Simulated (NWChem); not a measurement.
BiBr$_{3}$; SMILES [Br][Bi]([Br])[Br]

Program: NWChem. The geometry was optimised at PBE0/def2-SVP. Not confirmed as a minimum by frequencies. def2 effective core potentials on Bi; no spin-orbit coupling. B3LYP is NWChem's, with the RPA form of VWN correlation. Ions are spin-unrestricted doublets at the neutral geometry; other ion states weren't tried.

Task: Order these by “−ε(HOMO) (eV)”, lowest first: PBE/def2-SVP; LRC-wPBEh/def2-SVP; B3LYP/def2-SVP; CAM-B3LYP/def2-SVP.

Result: PBE/def2-SVP (6.95), B3LYP/def2-SVP (7.87), CAM-B3LYP/def2-SVP (9.28), LRC-wPBEh/def2-SVP (9.92)
